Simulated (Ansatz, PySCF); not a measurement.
Here is a job for Ansatz (a first-principles code).
Ansatz 0.2 input:
```yaml
crystal:
  periodic: [false, false, false]
  atoms:
    - {symbol: Hg, position_ang: [0.69586924, 0.43314563, 0.40437028]}
    - {symbol: I, position_ang: [-0.84517766, 1.79957922, -2.03232170]}
    - {symbol: I, position_ang: [-0.20519100, -2.45338395, 1.42195146]}
basis:
  gaussian:
    orbitals: def2-SVPD
hamiltonian:
  xc: blyp
total_charge: -1
magnetization: {spin_polarized: true, initial_magnetization: 1}
accuracy: high
```

**Question.** Give the equivalent PySCF input.

**Answer.** Several could match; the one computed here: 
```python
from pyscf import gto, scf, dft

mol = gto.M(
    atom='''
Hg    0.695869    0.433146    0.404370
I    -0.845178    1.799579   -2.032322
I    -0.205191   -2.453384    1.421951
''',
    basis='def2-svpd',
    ecp={'Hg': 'def2-svpd', 'I': 'def2-svpd'},
    charge=-1,
    spin=1,
    verbose=4,
)

mf = dft.UKS(mol)
mf.xc = 'blyp'
mf.grids.atom_grid = (99, 590)
mf.grids.prune = None
mf.kernel()
```

Both were run: Ansatz gave -748.922018 Eh and PySCF -748.922016 Eh, 0.003 mEh apart.
